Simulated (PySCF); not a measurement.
Species: CH3Cl3SSi.
Atom-mapped SMILES: `[SH:1][SiH2:2][C:3]([Cl:4])([Cl:5])[Cl:6]` (hydrogens: H7 on S1; H8, H9 on Si2)

Computed with PBE0-D3(BJ)/def2-SVP geometry optimisation, gas phase (PySCF 2.14.0).

(1) List the bond lengths, angles and torsions at this level.

Answers

(1) 
```csv
bond,length (Å)
S1–Si2,2.129
Si2–C3,1.923
"C3–Cl4, C3–Cl5",1.784
C3–Cl6,1.771
S1–H7,1.352
"Si2–H8, Si2–H9",1.487
```

Bonds in one row agree within 0.01 Å and their mean is given. A selection of angles:
```csv
angle,degrees
Si2–S1–H7,93.7
S1–Si2–C3,111.0
S1–Si2–H8,113.0
S1–Si2–H9,107.0
C3–Si2–H8,105.4
C3–Si2–H9,107.8
H8–Si2–H9,112.7
Si2–C3–Cl4,107.3
Si2–C3–Cl5,108.6
Si2–C3–Cl6,110.9
Cl4–C3–Cl5,109.6
```

Torsions: S1–Si2–C3–Cl4 180° (antiperiplanar); H7–S1–Si2–C3 -64° (synclinal). The mirror-image conformer, all signs reversed, is as good.

S1 (sulfur bonded to Si and H) is bent (angle 93.7°). Si2 (SiH2 silicon) is distorted tetrahedral (angles from 105.4° to 113.0°).

Not checked by PBE0-D3(BJ)/def2-SVP frequencies. The numbers are those of one conformer (H–S1–Si2–C3 -64°).

Time: 48 s of wall time; peak memory 0.53 GiB. Hardware: one thread of an Arm Neoverse V2, no GPU, shared host with 192 logical CPUs at a one-minute load of 22. These figures are those of the optimisation.
